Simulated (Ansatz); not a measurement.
`CO[Si](C)(N)Cl` + `B[CH2][GaH2]` → `B[CH2][GaH][CH3]` + `C[Si](N)(O)Cl`  (formal exchange of groups at a C–O bond)

Gas-phase electronic energies from Ansatz, PBE0-D4/def2-TZVP geometries. CCSD(T)/CBS is the MP2 limit (def2-TZVPP, def2-QZVPP) plus CCSD(T) − MP2 in def2-TZVPP, frozen cores. DFT in def2-TZVPP. B3LYP here is the variant with VWN-RPA as its local correlation; programs differ in this. For Ga outer-core shells are correlated without core-valence functions, which leaves a few kJ/mol of doubt a bond. Scalar relativity is left out up to krypton. Each species was taken in one conformer, which may not be the lowest.

```
             level  ΔE (kcal/mol)  difference from CCSD(T)/CBS
            PBE-D4          -21.8                          1.2
         r2SCAN-D4          -22.1                          0.9
           PBE0-D4          -21.6                          1.4
          B3LYP-D4          -20.1                          2.9
           ωB97X-V          -19.9                          3.1
           ωB97M-V          -21.1                          1.9
            B2PLYP          -21.4                          1.6
               PBE          -22.1                          0.9
            r2SCAN          -22.2                          0.8
              PBE0          -21.9                          1.1
             B3LYP          -20.6                          2.4
     HF/def2-TZVPP          -17.5                          5.5
    MP2/def2-TZVPP          -23.8                         -0.8
SCS-MP2/def2-TZVPP          -21.8                          1.2
   CCSD/def2-TZVPP          -21.6                          1.4
CCSD(T)/def2-TZVPP          -22.0                          1.0
     HF/def2-QZVPP          -17.3                          5.7
    MP2/def2-QZVPP          -24.3                         -1.3
SCS-MP2/def2-QZVPP          -22.3                          0.7
      HF/CBS(def2)          -17.2                          5.8
     MP2/CBS(def2)          -24.8                         -1.8
    CCSD/CBS(def2)          -22.6                          0.4
       CCSD(T)/CBS          -23.0                            0
```

Largest T1 diagnostic among the species: 0.012.

In def2-TZVPP, CCSD(T) changes the Hartree–Fock value by −4.5 kcal/mol (the triples alone add −0.4 kcal/mol) and MP2 by −6.3 kcal/mol.
